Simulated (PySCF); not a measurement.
Al(H)(OMe)2 (C2H7AlO2), SMILES C[O][AlH][O]C. Heavy atoms are numbered as in [AlH:1]([O:3][CH3:4])[O:8][CH3:9]. Hydrogens are named by the atom that carries them.

Geometry optimised at B3LYP-D3(BJ)/def2-SVP. The structure was generated by enumeration; whether it is a known compound was not checked. Other conformers were not sampled.

The numbers are results of PBE/pcSseg-1 (PySCF), not measurements.

GIAO shieldings, no solvent; atoms alike by connectivity are averaged. δ = σ(ref) − σ: ¹H against TMS (σ = 31.49 ppm); ¹⁷O against H2O (σ = 334.3 ppm); ¹³C against TMS (σ = 182.0 ppm), references at their B3LYP-D3(BJ)/def2-TZVP geometries, non-relativistic.

```json
[
 {"nucleus": "¹H", "atoms": "H on C4", "count": "6", "δ (ppm)": "4.56"},
 {"nucleus": "¹H", "atoms": "H on Al1", "count": "1", "δ (ppm)": "3.71"},
 {"nucleus": "¹⁷O", "atoms": "O3", "count": "2", "δ (ppm)": "50.8"},
 {"nucleus": "¹³C", "atoms": "C4 (CH3)", "count": "2", "δ (ppm)": "60.3"}
]
```
